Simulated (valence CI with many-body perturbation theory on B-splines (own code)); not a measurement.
# Ta⁵⁰⁺: calculated level list

Computed by relativistic CI+MBPT: five valence electrons over a frozen Dirac-Fock core [Ar], a basis of 7 s, 7 p, 8 d, 6 f, 4 g, 1 h functions for each j, with the one-electron correlation potential Σ1, the two-electron term Σ2, the three-electron term Σ3, Breit, model QED; selected CI, second order for the rest, scaled by the run's own slope (own B-spline code, finite nucleus).

The last digits are not significant, and no measured levels were compared; by estimate large intervals hold to a few tenths of a per cent, small ones and those within an open d or f shell to about a per cent. Excitations out of the core, of the other parity, are not computed and may begin above about 244 eV (a cautious bound); beyond it only levels of the ground parity were kept, without lifetimes. Only levels of the ground parity were solved; by the run's estimate the other parity begins above the list, which can be wrong where configurations are misplaced.

Levels 1 to 37 of 37, with energies above the lowest level, (3d3/2^4 3d5/2) J=5/2. "Leading %" is the weight of the configuration and term that name the level; weights of strongly mixed levels are sums over their largest components and can fall short. In the jj column 3d3/2^4 stands for four electrons in 3d with j = 3/2. Lifetimes count E1, E2, E3, M1 and M2 decay at the calculated energies, and are blank where another channel may lead or the interval is too uncertain; long ones can be off by a factor of two.

| No. | Configuration | Term | J | E (cm⁻¹) | Leading % | Second component | Lifetime | g | Leading jj |
| --- | --- | --- | --- | --- | --- | --- | --- | --- | --- |
| 1 | 3d5 | 4P | 5/2 | 0 | 26 | 25 % 3d5 2D |  | 1.288 | 3d3/2^4 3d5/2 (97 %) |
| 2 | 3d5 | 6S | 5/2 | 436780 | 35 | 22 % 3d5 2F | 359 ns | 1.332 | 3d3/2^3 3d5/2^2 (94 %) |
| 3 | 3d5 | 4G | 7/2 | 529810 | 33 | 26 % 3d5 2F | 755 ns | 1.157 | 3d3/2^3 3d5/2^2 (99 %) |
| 4 | 3d5 | 2H | 11/2 | 540240 | 44 | 33 % 3d5 4G |  | 1.100 | 3d3/2^3 3d5/2^2 (99 %) |
| 5 | 3d5 | 4D | 3/2 | 544220 | 38 | 29 % 3d5 4P | 320 ns | 1.155 | 3d3/2^3 3d5/2^2 (99 %) |
| 6 | 3d5 | 2G | 9/2 | 583870 | 32 | 28 % 3d5 4G | 431 μs | 1.131 | 3d3/2^3 3d5/2^2 (98 %) |
| 7 | 3d5 | 2D | 5/2 | 612920 | 33 | 27 % 3d5 4D | 12.8 μs | 1.131 | 3d3/2^3 3d5/2^2 (95 %) |
| 8 | 3d5 | 4P | 1/2 | 640450 | 42 | 31 % 3d5 2S | 49.4 μs | 1.796 | 3d3/2^3 3d5/2^2 (92 %) |
| 9 | 3d5 | 2F | 7/2 | 649040 | 39 | 33 % 3d5 2G | 9.62 μs | 1.073 | 3d3/2^3 3d5/2^2 (98 %) |
| 10 | 3d5 | 2D | 3/2 | 781500 | 62 | 19 % 3d5 4F | 3.46 μs | 0.796 | 3d3/2^3 3d5/2^2 (91 %) |
| 11 | 3d5 | 6S | 5/2 | 958720 | 34 | 27 % 3d5 2D | 167 ns | 1.302 | 3d3/2^2 3d5/2^3 (93 %) |
| 12 | 3d5 | 4D | 7/2 | 1027000 | 52 | 42 % 3d5 4G | 305 ns | 1.208 | 3d3/2^2 3d5/2^3 (99 %) |
| 13 | 3d5 | 2I | 11/2 | 1030500 | 50 | 50 % 3d5 4G | 451 ns | 1.087 | 3d3/2^2 3d5/2^3 (99 %) |
| 14 | 3d5 | 4G | 9/2 | 1046700 | 62 | 35 % 3d5 2G | 454 ns | 1.140 | 3d3/2^2 3d5/2^3 (98 %) |
| 15 | 3d5 | 2I | 13/2 | 1070600 | 100 |  | 2.33 μs | 1.066 | 3d3/2^2 3d5/2^3 (100 %) |
| 16 | 3d5 | 4D | 1/2 | 1084300 | 78 | 16 % 3d5 2S | 244 ns | 0.455 | 3d3/2^2 3d5/2^3 (98 %) |
| 17 | 3d5 | 4P | 3/2 | 1094000 | 53 | 35 % 3d5 4F | 172 ns | 1.164 | 3d3/2^2 3d5/2^3 (98 %) |
| 18 | 3d5 | 2F | 5/2 | 1103300 | 42 | 32 % 3d5 4D | 315 ns | 1.020 | 3d3/2^2 3d5/2^3 (98 %) |
| 19 | 3d5 | 2H | 9/2 | 1145000 | 53 | 47 % 3d5 4F | 264 ns | 1.097 | 3d3/2^2 3d5/2^3 (100 %) |
| 20 | 3d5 | 2G | 7/2 | 1164400 | 61 | 35 % 3d5 2F | 876 ns | 0.980 | 3d3/2^2 3d5/2^3 (100 %) |
| 21 | 3d5 | 4F | 5/2 | 1181500 | 64 | 26 % 3d5 2D | 249 ns | 1.046 | 3d3/2^2 3d5/2^3 (99 %) |
| 22 | 3d5 | 2D | 3/2 | 1186200 | 85 | 13 % 3d5 4D | 647 ns | 0.850 | 3d3/2^2 3d5/2^3 (91 %) |
| 23 | 3d5 | 2G | 7/2 | 1233200 | 47 | 34 % 3d5 2F | 478 ns | 1.030 | 3d3/2^2 3d5/2^3 (96 %) |
| 24 | 3d5 | 4P | 1/2 | 1233900 | 44 | 39 % 3d5 2P | 323 ns | 1.760 | 3d3/2^2 3d5/2^3 (87 %) |
| 25 | 3d5 | 2G | 9/2 | 1302900 | 79 | 10 % 3d5 4F | 838 ns | 1.103 | 3d3/2^2 3d5/2^3 (98 %) |
| 26 | 3d5 | 2P | 3/2 | 1425700 | 74 | 24 % 3d5 2D | 809 ns | 1.179 | 3d3/2^2 3d5/2^3 (98 %) |
| 27 | 3d5 | 2D | 5/2 | 1452300 | 78 | 10 % 3d5 4D | 439 ns | 1.182 | 3d3/2^2 3d5/2^3 (92 %) |
| 28 | 3d5 | 4P | 5/2 | 1557000 | 34 | 28 % 3d5 2F | 110 ns | 1.223 | 3d3/2 3d5/2^4 (95 %) |
| 29 | 3d5 | 2F | 7/2 | 1627200 | 28 | 27 % 3d5 4F | 158 ns | 1.179 | 3d3/2 3d5/2^4 (99 %) |
| 30 | 3d5 | 2H | 11/2 | 1639400 | 55 | 27 % 3d5 2I | 202 ns | 1.067 | 3d3/2 3d5/2^4 (99 %) |
| 31 | 3d5 | 4D | 3/2 | 1652800 | 31 | 30 % 3d5 2D | 127 ns | 0.980 | 3d3/2 3d5/2^4 (98 %) |
| 32 | 3d5 | 2G | 9/2 | 1698100 | 54 | 18 % 3d5 4F | 225 ns | 1.111 | 3d3/2 3d5/2^4 (97 %) |
| 33 | 3d5 | 2D | 5/2 | 1735000 | 61 | 23 % 3d5 2F | 202 ns | 1.107 | 3d3/2 3d5/2^4 (93 %) |
| 34 | 3d5 | 2G | 7/2 | 1762000 | 52 | 35 % 3d5 2F | 223 ns | 1.009 | 3d3/2 3d5/2^4 (98 %) |
| 35 | 3d5 | 2P | 1/2 | 1824000 | 50 | 36 % 3d5 2S | 216 ns | 1.282 | 3d3/2 3d5/2^4 (92 %) |
| 36 | 3d5 | 2D | 3/2 | 1950200 | 74 | 17 % 3d5 2P | 165 ns | 0.862 | 3d3/2 3d5/2^4 (96 %) |
| 37 | 3d5 | 2D | 5/2 | 2220500 | 39 | 24 % 3d5 2F |  | 1.149 | 3d5/2^5 (96 %) |

The ionisation energy to 3d4 3P_0 of the next ion comes out as 4537.9 eV (NIST: 4537 ± 4 eV (theoretical)). All 37 levels together are meant to be complete up to 1967700 cm⁻¹.
